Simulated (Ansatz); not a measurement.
Energy profile

The step: GeH₄O ([OH][GeH3]) + HBr → GeH₃Br ([GeH3][Br]) + H₂O; bonds formed: Ge1–Br7, O2–H6; bonds broken: Ge1–O2, H6–Br7 (atoms numbered as in the saddle structure below).

Ge1  (-0.398, -0.042, -0.760)
O2  (0.035, -0.410, 1.210)
H3  (0.145, -1.159, -1.643)
H4  (-1.839, -0.447, -0.326)
H5  (-0.525, 1.383, -1.298)
H6  (0.953, -0.012, 1.251)
Br7  (2.188, 0.688, -0.286)
H8  (-0.559, -0.001, 1.852)
(Å)

Electronic energies by CCSD(T) at an estimated basis limit (MP2 extrapolated from triple and quadruple zeta, plus CCSD(T) − MP2 in triple zeta), on PBE0-D4/def2-TZVP structures; GeH₅BrO, singlet; no counterpoise correction. Program: Ansatz 0.2.0. Basis: def2-TZVPP and def2-QZVPP. Cores are frozen in the correlated methods. Filled d shells of the heavier atoms are correlated. The def2 sets are not built for correlating such inner shells, so the correlated values are less sure here. Extrapolation: Hartree–Fock as exp(−7.88 √X), correlation as X^−2.97.

(1) Give the profile in kJ/mol, counted from the separated reactants. (An estimate is asked for; the value comes from the calculation.)

No T1 diagnostic of these runs exceeds 0.012.

Answers

(1) By the calculation:
```csv
point,kJ/mol
"separated: GeH₄O (linked as [OH][GeH3]; Ge1, O2, H3, H4, H5, H8; singlet) + HBr (H6, Br7; singlet)",0.0
start structure,-23.2
saddle,30.0
end structure,-77.8
"separated: GeH₃Br (linked as [GeH3][Br]; Ge1, H3, H4, H5, Br7; singlet) + H₂O (O2, H6, H8; singlet)",-62.9
```

For scale, one of the runs: CCSD(T)/def2-TZVPP, 197 basis functions (an equivalent command: `ansatz run in.yaml --threads 4`). The run took 100 s on 4 CPU threads (shared host), with 2.5 GiB of host memory at its peak.
